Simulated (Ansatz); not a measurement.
Species: CdCl, charge 0, doublet. CdCl (parent SMILES [Cl][Cd], doublet).
B3LYP-D3(BJ)/def2-TZVP minimum from Ansatz (a program for electronic structure):
```xyz
2

Cd     0.0000     0.0000    -0.6275
Cl     0.0000     0.0000     1.7717
```
Charge 0, spin multiplicity 2.

Wanted: atomisation energy (electronic, to ground-state atoms), in kJ/mol. Open shells are spin-unrestricted; no spin-orbit coupling. Cores are frozen in correlated methods (noble-gas shells, and filled d and f shells in the p block). Past Kr the def2 sets carry scalar-relativistic core potentials. CBS(X,Y): correlation extrapolated as X^-3, Hartree-Fock from the larger set. A bracket is a step between two methods taken in the basis named. The spin of CdCl (parent SMILES [Cl][Cd], doublet) was assumed, and the state is the lowest solution found for it.

CCSD(T)/CBS(def2-TZVPP,def2-QZVPP) + [CCSDT(Q) - CCSD(T)]/def2-TZVPP (Ansatz) gives 186.5 kJ/mol.

Task: How far off this value is PBE/def2-TZVPD (Ansatz), in which direction, and how far these levels: r2SCAN/def2-TZVPD, B3LYP/def2-TZVPD, PBE0/def2-TZVPD, wB97M-V/def2-TZVPD, B2PLYP/def2-TZVPD, CCSD(T)/CBS(def2-TZVPP,def2-QZVPP)?

Result: PBE gives 183.3 kJ/mol, 3.2 kJ/mol below it. Differences of the others: r2SCAN/def2-TZVPD (Ansatz) 14.6; B3LYP/def2-TZVPD (Ansatz) -24.2; PBE0/def2-TZVPD (Ansatz) 2.0; wB97M-V/def2-TZVPD (Ansatz) 4.9; B2PLYP/def2-TZVPD (Ansatz) -11.2; CCSD(T)/CBS(def2-TZVPP,def2-QZVPP) (Ansatz) -0.7 kJ/mol.
